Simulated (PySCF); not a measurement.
Heteronuclear NMR

Structure with atom numbers: `[N:1]#[C:2][Si:3]1([N:4]([SiH3:5])[SiH3:6])[CH2:7][CH2:8][CH2:9]1`; H(Xn) means a hydrogen on atom n.

Isolated molecule, one computed conformer, rapidly exchanging positions averaged, non-relativistic. GFN2-xTB structure; shielding tensors at PBE0/pcSseg-1 (GIAO); PySCF 2.14.

Question: What are the ²⁹Si shifts?

Answer: 
```csv
atoms,environment,σ (ppm),δ (ppm)
Si3,"silicon bonded to 3 C, N, in a 4-membered ring",367.4,-22.0
Si5/Si6,"silicon bonded to N, 3 H",401.5,-50.1
```

Shieldings were converted by a linear fit to measured shifts: ²⁹Si (scatter 8.9 ppm rms, 25.8 ppm with the 6 outliers that the fit left out vs TMS, solution or neat liquid). A few per cent of atoms miss by over 2 rms, more outside the fitted compound classes.

On a 300 MHz spectrometer ²⁹Si resonates near 59.6 MHz, so 1 ppm is 59.6 Hz.

Question: Where does ¹⁵N resonate?

Answer: 
| atoms | environment | σ (ppm) | δ (ppm) |
| --- | --- | --- | --- |
| N1 | nitrile nitrogen | -90.1 | -65.1 |
| N4 | nitrogen bonded to 3 Si | 249.8 | -378.2 |

Shieldings were converted by a linear fit to measured shifts: ¹⁵N: δ = -148.07 − 0.921σ (rms 6.3 ppm, 71 shifts vs CH3NO2, solution or neat liquid). A few per cent of atoms miss by over 2 rms, more outside the fitted compound classes.

On a 500 MHz spectrometer ¹⁵N resonates near 50.7 MHz, so 1 ppm is 50.7 Hz.
